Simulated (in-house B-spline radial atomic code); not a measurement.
# BSE on G0W0@HF excitations of Mg III (Mg2+)

Method: BSE on G0W0@HF. Computed with a B-spline radial code for spherical atoms: linear response of the closed shell [He] 2s2 2p6 with a statically screened interaction on G0W0 levels; scalar-relativistic (spin-free one-electron X2C), finite nucleus, no spin-orbit coupling, no double excitations, S, P, D and F terms only. Only terms of natural parity with L up to 3 were computed.

Command:
```bash
python run_td.py task.json out
```
Settings (radii: box in bohr, nucleus in fm):
```
Z                        12
electrons                10
configuration            [He] 2s2 2p6
hamiltonian              x2c
method                   bse
box_radius               29.48
rms_radius               3.057
intervals                74
```

Time taken, with all properties: 4.5 s on 1 thread of AMD EPYC 9R45 96-Core Processor (Zen 5), on a shared host.

The lowest states, in the order of their Tamm-Dancoff energies; the method's threshold (minus the highest G0W0 level) is 80.54 eV. Labels give the largest channel, * marks a mixed state, and oscillator strengths are full-response dipole values. Energies in eV:

```
     state  full response  Tamm-Dancoff  oscillator strength
2p → 3s 3P              ?             ?                    -
2p → 3s 1P          53.91         53.92                0.216
2p → 3p 3S          58.25         58.30                    -
2p → 3p 3D          59.19         59.21                    -
2p → 3p 1D          59.66         59.67                    -
2p → 3p 1S          61.98         62.24                    -
2p → 3d 3P          66.16         66.16                    -
2p → 3d 3F          66.33         66.34                    -
2p → 3d 1F          66.47         66.47                    -
2p → 3d 1P          66.81         66.83                0.433
2p → 4s 3P          68.08         68.08                    -
2p → 4s 1P          68.29         68.29                0.043
2p → 4p 3S          69.77         69.78                    -
2p → 4p 3D          70.06         70.07                    -
2p → 4p 1D          70.21         70.21                    -
2p → 4p 1S              ?             ?                    -
```

Task: Where does 2p → 3s 3P lie?

Result: At 53.16 eV in full response, 53.18 eV in Tamm-Dancoff.

Task: Where does 2p → 4p 1S lie?

Result: At 71.03 eV in full response, 71.13 eV in Tamm-Dancoff.

Task: How large is the singlet-triplet splitting of 2p → 3s (P terms) in Tamm-Dancoff?

Result: 0.746 eV, from the unrounded values.

Task: What polarisabilities and dispersion coefficient does the method give?

Result: Dipole 0.4658 bohr³, quadrupole 0.5136 bohr⁵, C6 0.5496 hartree·bohr⁶ for two such species.
